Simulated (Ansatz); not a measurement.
Reactions of GeH$_{6}$O$_{3}$Si (`[OH][GeH]([OH])[O][SiH3]`).

Program: Ansatz. Geometries: PBE0-D4/def2-TZVP. ΔE: electronic, gas phase. CBS: MP2 limit from def2 TZ/QZ plus the TZ coupled-cluster correction, frozen cores. This one scheme is used for every species, atoms too. No spin–orbit coupling; open shells (•) take unrestricted orbitals. Spin–orbit coupling would lower the free atoms: a little for O, Si; clearly for Ge. def2 core potentials past Kr. For Br, Ge, In outer-core shells are correlated without core-valence functions, so the limit isn't a true one: a few kJ/mol of doubt a bond, and 10 to 20 or more in all where bonds break to atoms. Scalar relativity is left out up to krypton. One conformer a species, not always the lowest.

Question: Order these by ΔE at CCSD(T)/CBS, lowest first. (Best estimate.)
A. `[OH][GeH]([OH])[O][SiH3]` → `O[SiH2][O][GeH2][OH]`
B. `[OH][GeH]([OH])[O][SiH3]` + `C[SiH]([SiH3])CF` → `FC[SiH]([SiH3])[SiH3]` + `C[O][GeH]([OH])[OH]`
C. `[OH][GeH]([OH])[O][SiH3]` + `[CH3][In]([OH])[F]` → `[CH3][In]([F])[O][SiH3]` + `[OH][GeH]([OH])[OH]`
D. `[OH][GeH]([OH])[O][SiH3]` + `OB(O)Br` → `OB(Br)O[SiH3]` + `[OH][GeH]([OH])[OH]`
E. `[OH][GeH]([OH])[O][SiH3]` + `C[N](C)[InH][OH]` → `[OH][GeH2][OH]` + `C[N](C)[In]([OH])[O][SiH3]`
F. `[OH][GeH]([OH])[O][SiH3]` → Ge• + 6 H• + 3 O• + Si•
G. `[OH][GeH]([OH])[O][SiH3]` + H₂ → `[OH][GeH2][OH]` + `O[SiH3]`

Answer: A (-60.6 kJ/mol), C (-6.3 kJ/mol), D (+9.3 kJ/mol), E (+30.1 kJ/mol), G (+53.1 kJ/mol), B (+194.1 kJ/mol), F (+3840.4 kJ/mol).

Largest T1 diagnostic: 0.016, for `C[N](C)[InH][OH]`.
